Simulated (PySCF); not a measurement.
# Correlation energy of Cu(2+) (copper, charge +2)

[Ar] 3d9, 2D determinant. Calculation: PySCF 2.14, in aug-cc-pVDZ-PP with ECP10MDF; a scalar-relativistic core potential. Frozen: 3s2 3p6; 9 electrons correlated.

```json
{"level": "CCSD", "correlation energy (mhartree)": "-278.25"}
{"level": "(T)", "correlation energy (mhartree)": "-5.25"}
{"level": "CCSD(T)", "correlation energy (mhartree)": "-283.50"}
```

Diagnostics: T1 = 0.0081, D1 = 0.0122, largest double amplitude 0.017.

Cost of the coupled-cluster step: of the order of 4 core-seconds, for 9 correlated electrons.

Iterations:

```
CC2 = 0
CCSD nocc = (np.int64(5), np.int64(4)), nmo = (50, 50)
frozen orbitals [[0, 1, 2, 3], [0, 1, 2, 3]]
max_cycle = 100
direct = 0
conv_tol = 1e-08
conv_tol_normt = 1e-06
diis_space = 8
diis_start_cycle = 0
Init t2, MP2 energy = -0.298729236138572
Init E_corr(UCCSD) = -0.298729236139365
cycle = 1  E_corr(UCCSD) = -0.272126370238489  dE = 0.0266028659  norm(t1,t2) = 0.0514971
cycle = 2  E_corr(UCCSD) = -0.279341925418307  dE = -0.00721555518  norm(t1,t2) = 0.0162706
cycle = 3  E_corr(UCCSD) = -0.278110287605302  dE = 0.00123163781  norm(t1,t2) = 0.00712901
cycle = 4  E_corr(UCCSD) = -0.278183802129361  dE = -7.35145241e-05  norm(t1,t2) = 0.00176783
cycle = 5  E_corr(UCCSD) = -0.278260090023769  dE = -7.62878944e-05  norm(t1,t2) = 0.000528052
cycle = 6  E_corr(UCCSD) = -0.278256171297893  dE = 3.91872588e-06  norm(t1,t2) = 0.000236572
cycle = 7  E_corr(UCCSD) = -0.278248502700954  dE = 7.66859694e-06  norm(t1,t2) = 0.000107419
cycle = 8  E_corr(UCCSD) = -0.27825316855552  dE = -4.66585457e-06  norm(t1,t2) = 4.61469e-05
cycle = 9  E_corr(UCCSD) = -0.278252636491416  dE = 5.32064104e-07  norm(t1,t2) = 1.75222e-05
cycle = 10  E_corr(UCCSD) = -0.278252367829577  dE = 2.68661839e-07  norm(t1,t2) = 6.75103e-06
cycle = 11  E_corr(UCCSD) = -0.278252570716273  dE = -2.02886697e-07  norm(t1,t2) = 3.58959e-06
cycle = 12  E_corr(UCCSD) = -0.278252501235866  dE = 6.94804069e-08  norm(t1,t2) = 1.9671e-06
cycle = 13  E_corr(UCCSD) = -0.278252524197586  dE = -2.29617199e-08  norm(t1,t2) = 7.06411e-07
cycle = 14  E_corr(UCCSD) = -0.278252500791992  dE = 2.34055942e-08  norm(t1,t2) = 2.05109e-07
cycle = 15  E_corr(UCCSD) = -0.278252501472209  dE = -6.80217604e-10  norm(t1,t2) = 9.69956e-08
UCCSD converged
E(UCCSD) = -195.5697804146758  E_corr = -0.2782525014722094
UCCSD(T) correction = -0.00524569136519604
```
